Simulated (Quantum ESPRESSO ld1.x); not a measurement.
The numbers below are computed, except where a source is named.
Question: The aim is neutral niobium in [Kr] 4d4 5s1. This ld1.x (Quantum ESPRESSO 7.5) run was made with `OMP_NUM_THREADS=1 ld1.x < ld1.in > ld1.out`. Can the result be used? Name any fault.

```
 &input
    zed=41.0,
    iswitch=1,
    rel=0,
    dft='PBESOL',
    config='[Kr] 4d4 5s1',
    xmin=0.0,
    prefix='ld1',
    max_out_wfc=37,
    file_charge='ld1.rho',
 /
```

Output (excerpt):

```
     Program LD1 v.7.5 starts

     --------------------------- All-electron run ----------------------------

     atomic number is 41.00
     dft =PBESOL   lsd =0 sic =0 latt =0  beta=0.20 tr2=1.0E-14
     Exchange-correlation= PBESOL
                           (   1   4  10   8   0   0   0)
     mesh =1915 r(mesh) =  99.32804 a.u. xmin = -7.00 dx = 0.00800
     1 Ry =  13.60569312 eV

     n l     nl                  e(Ry)          e(Ha)          e(eV)
     1 0     1S 1( 2.00)     -1348.5462      -674.2731    -18347.9061
     2 0     2S 1( 2.00)      -185.5838       -92.7919     -2524.9964
     2 1     2P 1( 6.00)      -170.5483       -85.2742     -2320.4283
     3 0     3S 1( 2.00)       -30.8258       -15.4129      -419.4057
     3 1     3P 1( 6.00)       -25.1115       -12.5558      -341.6598
     4 0     4S 1( 2.00)        -4.0664        -2.0332       -55.3260
     4 1     4P 1( 6.00)        -2.4912        -1.2456       -33.8947
     3 2     3D 1(10.00)       -14.6580        -7.3290      -199.4322
     4 2     4D 1( 4.00)        -0.2392        -0.1196        -3.2541
     5 0     5S 1( 1.00)        -0.2753        -0.1377        -3.7460

     final scf error:  6.7E-15 reached in  34 iterations

     Etot =   -7506.021357 Ry,   -3753.010679 Ha, -102124.623165 eV

     Ekin =    7501.957363 Ry,    3750.978681 Ha,  102069.329698 eV
     Encl =  -17882.036254 Ry,   -8941.018127 Ha, -243297.497691 eV
     Eh   =    3103.137093 Ry,    1551.568547 Ha,   42220.331010 eV
     Exc  =    -229.079559 Ry,    -114.539780 Ha,   -3116.786182 eV
```

Answer: Yes, it can be used (ignored). The line at issue: xmin=0.0. A value of zero is read as not set, so the default xmin is used, as the mesh line shows.
